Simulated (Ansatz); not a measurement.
Task: Name a neutral molecule of C, F, Ge, S and H with size of the dipole moment (PBE/def2-TZVPP) between 1.55 and 1.85 D and HOMO–LUMO gap (PBE/def2-TZVPP) between 4.95 and 5.25 eV (Ansatz, PBE0-D4/def2-TZVP geometry).

Result: `F[CH2][GeH2][SH]` (1.68 D, 5.22 eV). Other molecules can fit too; these were computed, each in one conformer that needn't be the lowest.
